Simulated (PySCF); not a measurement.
A structure optimised at PBE-D3(BJ)/def2-SVP, used in a PySCF frequency run:

```xyz
8

Si    -0.8703    -0.3549    -0.1097
O     -1.8632    -0.6267     1.2122
Se    -0.1975     1.8248    -0.4126
Se     1.0797    -1.5418     0.2022
H     -1.6968    -0.8066    -1.2709
H     -1.5003    -0.3148     2.0616
H     -1.5128     2.2166    -0.9874
H      1.8042    -0.7338    -0.8117
```

Q: Write its SMILES and formula.

A: O[SiH]([SeH])[SeH], H4OSe2Si

Q: What are its rotational constants (standard atomic weights)?

A: 3.1457, 0.91685, 0.74143 GHz
